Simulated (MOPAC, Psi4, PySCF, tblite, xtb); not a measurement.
Dimer CH4 ··· BCl3 (SMILES C and ClB(Cl)Cl), singlet at R = 5.20 Å between the centres of mass, closest contact 3.04 Å (a random orientation, not optimised). Geometry in Å and degrees:

```
Cl
B 1 1.7452
Cl 2 1.7452 1 119.97
Cl 2 1.7453 3 120.02 1 179.99
H 1 3.0409 2 126.59 3 147.63
C 5 1.0891 1 144.14 2 -90.95
H 6 1.0891 5 109.47 1 143.73
H 6 1.0891 7 109.47 5 -120.00
H 6 1.0891 7 109.47 5 120.00
```

GFN2-xTB (tblite); SAPT0/jun-cc-pVDZ, frozen core (Psi4); revPBE/def2-TZVP, counterpoise-corrected (Psi4); revPBE-D3(BJ)/def2-TZVP, counterpoise-corrected (Psi4); PBE/def2-TZVP, counterpoise-corrected (Psi4); PBE-D3(BJ)/def2-TZVP, counterpoise-corrected (Psi4); HF/aug-cc-pVDZ, counterpoise-corrected (Psi4); MP2/aug-cc-pVDZ = DF-MP2/aug-cc-pVDZ, frozen core, counterpoise-corrected (Psi4); SCS-MP2/aug-cc-pVDZ = DF-SCS-MP2/aug-cc-pVDZ, frozen core, counterpoise-corrected (Psi4 1.11); AM1, restricted, heats of formation (MOPAC); PM7, restricted, heats of formation (MOPAC); GFN1-xTB (xtb); RKS-B3LYP/6-31G* = restricted B3LYP/6-31G*, spherical d, no counterpoise correction (PySCF 2.14.0); RHF/6-31G* = PySCF with restricted Hartree-Fock/6-31G*, spherical d, no counterpoise correction; RKS-M06-2X/6-31G* = restricted M06-2X/6-31G*, spherical d, no counterpoise correction run with PySCF; RKS-B3LYP/LANL2DZ = PySCF with restricted B3LYP/LANL2DZ, with its core potentials past Ne, no counterpoise correction.

What interaction energy does each level give?


| method | E_int / kcal/mol |
|---|---|
| PM7 | -1.09 |
| GFN1-xTB | -0.60 |
| PBE-D3(BJ)/def2-TZVP | -0.58 |
| GFN2-xTB | -0.57 |
| revPBE-D3(BJ)/def2-TZVP | -0.49 |
| MP2/aug-cc-pVDZ | -0.31 |
| RKS-M06-2X/6-31G* | -0.20 |
| SCS-MP2/aug-cc-pVDZ | -0.12 |
| SAPT0/jun-cc-pVDZ | -0.08 |
| PBE/def2-TZVP | -0.06 |
| AM1 | -0.01 |
| RKS-B3LYP/6-31G* | 0.12 |
| RKS-B3LYP/LANL2DZ | 0.15 |
| RHF/6-31G* | 0.40 |
| revPBE/def2-TZVP | 0.45 |
| HF/aug-cc-pVDZ | 0.52 |
